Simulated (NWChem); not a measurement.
System: CH$_{5}$FOSi; SMILES C([SiH2]F)O

NWChem input:

```
start job
memory heap 200 mb stack 900 mb global 1100 mb
geometry units angstroms noautoz
  O      0.610232    -1.838145     0.224088
  C     -0.377386    -1.075412    -0.432683
  Si    -0.462849     0.715555     0.147190
  F      0.888581     1.518440    -0.271181
  H      0.401986    -1.860928     1.163855
  H     -1.390515    -1.528292    -0.360422
  H     -0.132910    -1.085722    -1.508742
  H     -1.624140     1.421586    -0.468089
  H     -0.553888     0.741289     1.637964
end
basis spherical
  * library def2-tzvp
end
dft
  xc becke88 lyp
  iterations 150
  mulliken
end
task dft energy
```

Excerpt of the output:

```
             Northwest Computational Chemistry Package (NWChem) 7.3.0
             --------------------------------------------------------

 C1  symmetry detected

                             Geometry "geometry" -> ""
                             -------------------------

 Output coordinates in angstroms (scale by  1.889725989 to convert to a.u.)

  No.       Tag          Charge          X              Y              Z
 ---- ---------------- ---------- -------------- -------------- --------------
    1 O                    8.0000     0.61452534    -1.84091309     0.19394860
    2 C                    6.0000    -0.35523590    -1.06902781    -0.47855072
    3 Si                  14.0000    -0.50411818     0.69420784     0.16948747
    4 F                    9.0000     0.84969467     1.53793590    -0.14884473
    5 H                    1.0000     0.36170611    -1.90683840     1.12065447
    6 H                    1.0000    -1.36147389    -1.54254908    -0.47467335
    7 H                    1.0000    -0.05900749    -1.02979322    -1.54085348
    8 H                    1.0000    -1.64819020     1.40460918    -0.47244239
    9 H                    1.0000    -0.66741946     0.65571021     1.65380822

 Effective nuclear repulsion energy (a.u.)     173.8389728645

                                 NWChem DFT Module
                                 -----------------

 Summary of "ao basis" -> "ao basis" (spherical)
 ------------------------------------------------------------------------------
       Tag                 Description            Shells   Functions and Types
 ---------------- ------------------------------  ------  ---------------------
 O                         def2-tzvp                11       31   5s3p2d1f
 C                         def2-tzvp                11       31   5s3p2d1f
 Si                        def2-tzvp                13       37   5s5p2d1f
 F                         def2-tzvp                11       31   5s3p2d1f
 H                         def2-tzvp                 4        6   3s1p

            General Information
            -------------------
          SCF calculation type: DFT
          Wavefunction type:  closed shell.
          No. of atoms     :     9
          No. of electrons :    42
           Alpha electrons :    21
            Beta electrons :    21
          Charge           :     0
          Spin multiplicity:     1
          Use of symmetry is: off; symmetry adaption is: off
          Maximum number of iterations: 150
          AO basis - number of functions:   160
                     number of shells:    66
          Convergence on energy requested:  1.00D-06
          Convergence on density requested:  1.00D-05
          Convergence on gradient requested:  5.00D-04

              XC Information
              --------------
                    Becke 1988 Exchange Functional  1.000
              Lee-Yang-Parr Correlation Functional  1.000

             Grid Information
             ----------------
          Grid used for XC integration:  medium
          Radial quadrature: Mura-Knowles
          Angular quadrature: Lebedev.
          Tag              B.-S. Rad. Rad. Pts. Rad. Cut. Ang. Pts.
          ---              ---------- --------- --------- ---------
          O                   0.60       49          11.0       434
          C                   0.70       49          10.0       434
          Si                  1.10       88          10.0       590
          F                   0.50       49          11.0       434
          H                   0.35       45          11.0       434
          Grid pruning is: on
          Number of quadrature shells:   460
          Spatial weights used:  Erf1

      Superposition of Atomic Density Guess
      -------------------------------------

 Sum of atomic energies:        -503.20817032

      Non-variational initial energy
      ------------------------------

 Total energy =    -504.572687
 1-e energy   =   -1041.230532
 2-e energy   =     362.818873
 HOMO         =      -0.319032
 LUMO         =       0.039109

     ---------------------------------------------
      Total Density - Mulliken Population Analysis
     ---------------------------------------------

    Atom       Charge   Shell Charges
 -----------   ------   -------------------------------------------------------
    1 O    8     8.67   0.79  1.18  0.59  0.94  0.26  1.97  2.13  0.78  0.00  0.02  0.00
    2 C    6     6.23   0.86  1.12  0.54  0.67  0.12  1.13  1.33  0.37  0.02  0.07  0.01
    3 Si  14    13.18   2.00  0.59  1.39  0.85  0.42  4.11  1.73  0.49  1.02  0.28  0.14  0.13  0.05
    4 F    9     9.53   0.77  1.20  0.61  1.02  0.31  2.38  2.36  0.88  0.00  0.01  0.00
    5 H    1     0.56   0.20  0.26  0.06  0.04
    6 H    1     0.85   0.24  0.45  0.14  0.02
    7 H    1     0.85   0.24  0.45  0.14  0.02
    8 H    1     1.06   0.23  0.54  0.29  0.01
    9 H    1     1.06   0.23  0.54  0.29  0.01

   convergence    iter        energy       DeltaE   RMS-Dens  Diis-err
 ---------------- ----- ----------------- --------- --------- ---------
 d= 0,ls=0.0,diis     1   -505.6637039031 -6.80D+02  9.01D-03  1.50D+00
 d= 0,ls=0.0,diis     2   -505.4603246272  2.03D-01  6.31D-03  3.63D+00
 d= 0,ls=0.0,diis     3   -505.7565666693 -2.96D-01  1.13D-03  2.54D-01
 d= 0,ls=0.0,diis     4   -505.7735072306 -1.69D-02  4.80D-04  8.71D-03
 d= 0,ls=0.0,diis     5   -505.7741938007 -6.87D-04  1.55D-04  3.16D-03
  Resetting Diis
 d= 0,ls=0.0,diis     6   -505.7744464941 -2.53D-04  6.26D-05  2.10D-04
 d= 0,ls=0.0,diis     7   -505.7744645181 -1.80D-05  4.11D-05  1.36D-05
 d= 0,ls=0.0,diis     8   -505.7744616379  2.88D-06  2.62D-05  4.12D-05
 d= 0,ls=0.0,diis     9   -505.7744660614 -4.42D-06  2.98D-06  7.63D-07
 d= 0,ls=0.0,diis    10   -505.7744661254 -6.40D-08  7.10D-07  6.55D-08

         Total DFT energy =     -505.774466125363
      One electron energy =    -1044.616597878222
           Coulomb energy =      412.291912216080
    Exchange-Corr. energy =      -47.288753327726
 Nuclear repulsion energy =      173.838972864505

 Numeric. integr. density =       41.999995410110

                       DFT Final Molecular Orbital Analysis
                       ------------------------------------

 Vector   19  Occ=2.000000D+00  E=-2.999685D-01
              MO Center= -6.1D-01,  9.3D-01,  4.3D-01, r^2= 2.7D+00
   Bfn.  Coefficient  Atom+Function         Bfn.  Coefficient  Atom+Function
  ----- ------------  ---------------      ----- ------------  ---------------
   156      0.223323  9 H  s                107     -0.216305  4 F  pz
    79      0.211496  3 Si pz               157      0.199790  9 H  s
   150     -0.194429  8 H  s                151     -0.174794  8 H  s
   110     -0.169049  4 F  pz               155      0.147615  9 H  s
   149     -0.129315  8 H  s                113     -0.124513  4 F  pz

 Vector   20  Occ=2.000000D+00  E=-2.895740D-01
              MO Center=  1.2D-01, -1.2D+00, -1.2D-01, r^2= 2.6D+00
   Bfn.  Coefficient  Atom+Function         Bfn.  Coefficient  Atom+Function
  ----- ------------  ---------------      ----- ------------  ---------------
     6      0.316719  1 O  px                 9      0.247522  1 O  px
    12      0.195495  1 O  px               144     -0.156060  7 H  s
    37     -0.151822  2 C  px                 5      0.144166  1 O  s
   145     -0.135231  7 H  s                132     -0.124081  5 H  s
    39      0.122608  2 C  pz               138      0.121353  6 H  s

 Vector   21  Occ=2.000000D+00  E=-2.244193D-01
              MO Center=  9.7D-02, -1.3D+00,  6.2D-03, r^2= 2.3D+00
   Bfn.  Coefficient  Atom+Function         Bfn.  Coefficient  Atom+Function
  ----- ------------  ---------------      ----- ------------  ---------------
     7      0.347723  1 O  py                10      0.275607  1 O  py
    13      0.262156  1 O  py                38     -0.173278  2 C  py
    36     -0.161814  2 C  s                  6      0.160519  1 O  px
    78      0.159677  3 Si py                66     -0.152976  3 Si s
   139      0.144767  6 H  s                138      0.141973  6 H  s

 Vector   22  Occ=0.000000D+00  E=-2.050046D-02
              MO Center= -6.4D-01,  6.9D-01,  2.6D-01, r^2= 4.0D+00
   Bfn.  Coefficient  Atom+Function         Bfn.  Coefficient  Atom+Function
  ----- ------------  ---------------      ----- ------------  ---------------
    80      0.790951  3 Si px                36      0.736295  2 C  s
    81      0.646389  3 Si py                67     -0.468917  3 Si s
   104     -0.236996  4 F  s                151      0.230141  8 H  s
    66      0.192067  3 Si s                157      0.175451  9 H  s
    77      0.170372  3 Si px               145     -0.167197  7 H  s

 Vector   23  Occ=0.000000D+00  E=-1.114405D-02
              MO Center= -9.0D-02, -1.2D+00,  8.6D-01, r^2= 4.8D+00
   Bfn.  Coefficient  Atom+Function         Bfn.  Coefficient  Atom+Function
  ----- ------------  ---------------      ----- ------------  ---------------
    36      1.634684  2 C  s                133     -1.026771  5 H  s
     5      0.704332  1 O  s                139     -0.657595  6 H  s
    81      0.599139  3 Si py               145     -0.537171  7 H  s
   151     -0.440007  8 H  s                 67     -0.369437  3 Si s
    14      0.305759  1 O  pz                44      0.293726  2 C  py

 Vector   24  Occ=0.000000D+00  E= 1.646246D-02
              MO Center= -7.1D-01,  3.8D-01, -4.8D-01, r^2= 5.2D+00
   Bfn.  Coefficient  Atom+Function         Bfn.  Coefficient  Atom+Function
  ----- ------------  ---------------      ----- ------------  ---------------
    36      2.344211  2 C  s                 82      1.035221  3 Si pz
   157     -0.842565  9 H  s                 81      0.789065  3 Si py
     5     -0.773871  1 O  s                145     -0.699773  7 H  s
    67     -0.578514  3 Si s                139     -0.461435  6 H  s
    43      0.399160  2 C  px                80     -0.393562  3 Si px

     ---------------------------------------------
      Total Density - Mulliken Population Analysis
     ---------------------------------------------

    Atom       Charge   Shell Charges
 -----------   ------   -------------------------------------------------------
    1 O    8     8.41   0.79  1.18  0.60  0.89  0.33  1.93  1.83  0.83  0.00  0.03  0.00
    2 C    6     6.11   0.85  1.12  0.53  0.61  0.10  1.32  1.15  0.34  0.02  0.07  0.01
    3 Si  14    13.48   2.01  0.57  1.39  0.92  0.35  4.13  1.67  0.64  1.11  0.22  0.20  0.20  0.06
    4 F    9     9.31   0.77  1.20  0.62  0.96  0.36  2.30  2.08  1.02  0.00  0.01  0.00
    5 H    1     0.71   0.27  0.34  0.05  0.05
    6 H    1     0.92   0.28  0.49  0.13  0.02
    7 H    1     0.89   0.28  0.48  0.11  0.02
    8 H    1     1.08   0.26  0.53  0.29  0.01
    9 H    1     1.08   0.26  0.53  0.29  0.01

     -------------------------------------------
      Total Density - Lowdin Population Analysis
     -------------------------------------------

    Atom       Charge   Shell Charges
 -----------   ------   -------------------------------------------------------
    1 O    8     8.02   0.87  1.09  0.53  0.57  0.31  1.76  1.85  0.97  0.00  0.07  0.00
    2 C    6     6.50   0.91  1.04  0.38  0.35  0.19  1.14  1.36  0.63  0.03  0.41  0.06
    3 Si  14    13.79   2.00  0.83  1.09  0.53  0.31  3.85  1.87  0.70  1.06  0.51  0.22  0.60  0.23
    4 F    9     9.01   0.86  1.10  0.60  0.71  0.39  2.15  2.11  1.07  0.00  0.01  0.00
    5 H    1     0.83   0.26  0.31  0.11  0.16
    6 H    1     0.88   0.26  0.39  0.17  0.06
    7 H    1     0.87   0.26  0.39  0.16  0.06
    8 H    1     1.05   0.25  0.47  0.30  0.02
    9 H    1     1.05   0.25  0.47  0.31  0.02

     Multipole analysis of the density
     ---------------------------------

     L   x y z        total         alpha         beta         nuclear
     -   - - -        -----         -----         ----         -------
     0   0 0 0     -0.000000    -21.000000    -21.000000     42.000000

     1   1 0 0     -0.814989     -0.407494     -0.407494      0.000000
     1   0 1 0     -0.276463     -0.138231     -0.138231     -0.000000
     1   0 0 1      0.274426      0.137213      0.137213      0.000000

     2   2 0 0    -25.087756    -46.440263    -46.440263     67.792770
     2   1 1 0      0.711944      2.483901      2.483901     -4.255857
     2   1 0 1      0.308300     -0.660874     -0.660874      1.630047
     2   0 2 0    -26.169755   -140.717614   -140.717614    255.265473
     2   0 1 1     -1.264977     -1.352160     -1.352160      1.439342
     2   0 0 2    -21.669433    -27.065640    -27.065640     32.461847
```

Level: BLYP/def2-TZVP. Geometry: optimised at PBE0/def2-SVP.
